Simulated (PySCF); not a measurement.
# Field gradients at the hydrogen positions

C6H8F2OS.
Structure used (GFN2-xTB), in Å, numbered top down from 1:
```
atom  x, y, z in Å
O1     0.8663    0.9256   -1.3137
C2     0.5915    0.1517   -0.1727
C3     1.9294   -0.1991    0.5034
F4     1.7522   -0.9634    1.6038
F5     2.5396    0.9402    0.9226
C6    -0.1758   -1.1016   -0.6204
C7    -1.6312   -0.6380   -0.6836
C8    -1.7439    0.4537    0.3313
S9    -3.1237    1.1228    0.8412
C10   -0.3780    0.8488    0.7975
H11    1.2832    1.7563   -1.0521
H12    2.6199   -0.7195   -0.1761
H13    0.1955   -1.4497   -1.5815
H14   -0.0531   -1.8878    0.1243
H15   -2.3509   -1.4364   -0.5053
H16   -1.8517   -0.2106   -1.6658
H17   -0.2527    1.9327    0.8192
H18   -0.2253    0.4806    1.8163
```

Level: PBE0/pcSseg-1 (PySCF, non-relativistic); Q(2H) = 0.00286 b; rigid geometry, the same for H and D, with no vibrational averaging.

Question: Rank these positions by the coupling χzz of a deuteron there, largest first.
A. H14 (methylene hydrogen)
B. H13 (methylene hydrogen)
C. H12 (methine hydrogen)
D. H11 (hydroxyl hydrogen)

Answer: D (306 kHz), B (208 kHz), A (203 kHz), C (182 kHz).

Tabulate Vzz, the asymmetry η and χzz = 234.96 MHz × Q × Vzz for every hydrogen position.

```json
{"atom": "H11", "bonded to": "O1", "bond length (Å)": "0.966", "Vzz (au)": "0.4548", "η": "0.14", "χzz (kHz)": "306"}
{"atom": "H12", "bonded to": "C3", "bond length (Å)": "1.100", "Vzz (au)": "0.2701", "η": "0.05", "χzz (kHz)": "182"}
{"atom": "H13", "bonded to": "C6", "bond length (Å)": "1.088", "Vzz (au)": "0.3101", "η": "0.02", "χzz (kHz)": "208"}
{"atom": "H14", "bonded to": "C6", "bond length (Å)": "1.090", "Vzz (au)": "0.3024", "η": "0.02", "χzz (kHz)": "203"}
{"atom": "H15", "bonded to": "C7", "bond length (Å)": "1.090", "Vzz (au)": "0.3075", "η": "0.02", "χzz (kHz)": "207"}
{"atom": "H16", "bonded to": "C7", "bond length (Å)": "1.094", "Vzz (au)": "0.2998", "η": "0.02", "χzz (kHz)": "201"}
{"atom": "H17", "bonded to": "C10", "bond length (Å)": "1.091", "Vzz (au)": "0.3043", "η": "0.03", "χzz (kHz)": "204"}
{"atom": "H18", "bonded to": "C10", "bond length (Å)": "1.094", "Vzz (au)": "0.2966", "η": "0.02", "χzz (kHz)": "199"}
```

Average by the element that carries the hydrogen.

on O: 306 kHz over 1 position, mean bond length 0.966 Å; on C: 201 kHz over 7 positions, mean bond length 1.092 Å.

How does χzz go with the bond length over the 7 C–H bonds?

A straight-line fit has a slope of -21.4 kHz for each 0.01 Å, with a correlation coefficient of -0.95, over lengths from 1.088 to 1.100 Å. The longer bonds have the smaller couplings here.

The structure is a single GFN2-xTB conformer in the gas phase; no vibrational or solvent corrections. GFN2-xTB bond lengths can be off by several hundredths of an ångström, more for odd bonds, and the gradients follow them. A larger basis could move these couplings by a tenth or more.

The run behind these numbers computed NMR shieldings as well. The run took 2.3 min on one thread of an Intel Xeon at 2.50 GHz, no GPU, shared host, and the process peaked at 1.0 GiB of memory.
